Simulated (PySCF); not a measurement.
## `[C-]#[N+]c1ccc(F)o1`, C$_{5}$H$_{2}$FNO

Cartesian coordinates in Å; atom numbers follow the order of the lines, from 1:
```xyz
10

C     3.2333    0.0041   -0.9462
N     2.0998    0.0053   -0.6193
C     0.8056    0.0054   -0.2393
C    -0.0893   -0.9989   -0.0025
C    -1.3116   -0.3598    0.3744
C    -1.0322    0.9703    0.3275
F    -1.7577    2.0209    0.5690
O     0.2235    1.2203   -0.0366
H     0.1092   -2.0637   -0.0905
H    -2.2598   -0.8166    0.6423
```

Level of theory: quadratic response CAM-B3LYP/def2-TZVPD first hyperpolarisability, Taylor convention, gas phase (PySCF). Geometry: PBE0-D3(BJ)/def2-SVP.

Q: Give β for the processes computed.

A: In au, Taylor convention; the vector part is βᵢ = ⅓ Σⱼ (βᵢⱼⱼ + βⱼᵢⱼ + βⱼⱼᵢ); β∥ is 3/5 of the vector part along the dipole, the dipole points from − to +:
```tsv
process	λ (nm)	β vector norm	β∥	β HRS	depolarisation ratio
static β(0;0,0)	∞	581.1	244.1	237.3	5.25
second harmonic β(−2ω;ω,ω)	1907	620.7	263.1	253.9	5.22
Pockels β(−ω;ω,0)	1907	593.8	250.2	–	–
second harmonic β(−2ω;ω,ω)	1064	728.5	315.5	299.1	5.16
Pockels β(−ω;ω,0)	1064	623.6	264.6	–	–
```

Q: Which lowest excitations, dipole and polarisabilities go with it?

A: S1 5.35 eV (f = 0.359); S2 5.66 eV (f = 0.000); S3 6.20 eV (f = 0.002); dipole 3.59 D; isotropic α 69.1 au static, 69.4 au at 1907 nm, 70.1 au at 1064 nm, 70.3 au at 953.5 nm, 73.4 au at 532 nm.
